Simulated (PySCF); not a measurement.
Telling isomers of C$_{7}$H$_{13}$OPSi apart by NMR

Theoretical values (PySCF 2.14.0 with density-fitted response routines): shieldings: GIAO PBE0/pcSseg-1, GFN2-xTB structure. In vacuum, relativity neglected, equivalent nuclei averaged, one conformer.

δ = σ(ref) − σ, references computed at the same level: 1H and 13C vs TMS. Splittings of carbon signals by F and P are missing where no couplings were computed. Where no couplings were computed, multiplicities follow the n + 1 count of equivalent neighbours, and m marks all less simple cases (inequivalent or close neighbours, rings, F or P nearby). Shifts are as computed. Against solution values, carbons near 30 ppm lie about +3 ppm off and those near 130 ppm about +5 ppm. Of 1211 compounds with measured shifts, 218 miss one by over three times the rms of a fit or turn the order of signals round; such compounds aren't used in these exercises.

(1) Tabulate the signals of `C[C@H]1C=C[P@](=O)(C[SiH3])C=C1`, `Cc1oc([Si](C)(C)C)cp1`, `CC(C)(C)c1ocpc1[SiH3]` and their relative energies.

(2) What is the quickest way to tell Cc1oc([Si](C)(C)C)cp1 from CC(C)(C)c1ocpc1[SiH3]?

(3) What is the quickest way to tell C[C@H]1C=C[P@](=O)(C[SiH3])C=C1 from Cc1oc([Si](C)(C)C)cp1?

(4) What is the quickest way to tell C[C@H]1C=C[P@](=O)(C[SiH3])C=C1 from CC(C)(C)c1ocpc1[SiH3]?

## Answers

(1) 
| SMILES | carbon types | δC | δH | E rel. (kcal/mol) |
| --- | --- | --- | --- | --- |
| C[C@H]1C=C[P@](=O)(C[SiH3])C=C1 | 5×CH 1×CH2 1×CH3 | 154.9, 138.9, 36.6, 22.6, 15.5 | 6.65 (m, 2H), 6.59 (m, 2H), 4.11 (m, 3H), 2.43 (m, 1H), 1.35 (d, 3H), 0.99 (m, 2H) | 27.5 |
| Cc1oc([Si](C)(C)C)cp1 | 2×C 1×CH 4×CH3 | 207.9, 171.8, 140.7, 21.5, -0.6 | 7.42 (m, 1H), 2.84 (m, 3H), 0.28 (s, 9H) | 0.0 |
| CC(C)(C)c1ocpc1[SiH3] | 3×C 1×CH 3×CH3 | 186.0, 181.6, 120.8, 38.8, 31.6 | 8.86 (m, 1H), 4.81 (m, 3H), 1.49 (s, 9H) | 29.1 |

Energies are electronic energies at PBE0/pcSseg-1 on these geometries, without zero-point or thermal terms, each for the one conformer computed, which needn't be the lowest.

(2) Both give the same number of carbon signals, but DEPT or the intensities differ. The first has an aromatic CH at 140.7 ppm, the second a quaternary sp3 carbon on an aromatic ring (C) at 38.8 ppm. Their most deshielded carbons lie at 207.9 and 186.0 ppm. In the proton spectra the most deshielded non-exchanging signals are 7.42 (m, 1H) and 8.86 (m, 1H).

(3) Both give the same number of carbon signals, but DEPT or the intensities differ. The first has an allylic sp3 CH at 36.6 ppm, the second a substituted aromatic carbon next to the ring oxygen (C) at 207.9 ppm. Their most deshielded carbons lie at 154.9 and 207.9 ppm. In the proton spectra the most deshielded non-exchanging signals are 6.65 (m, 2H) and 7.42 (m, 1H).

(4) Both give the same number of carbon signals, but DEPT or the intensities differ. The first has an allylic sp3 CH at 36.6 ppm, the second a substituted aromatic carbon next to the ring oxygen (C) at 181.6 ppm. Their most deshielded carbons lie at 154.9 and 186.0 ppm. In the proton spectra the most deshielded non-exchanging signals are 6.65 (m, 2H) and 8.86 (m, 1H).
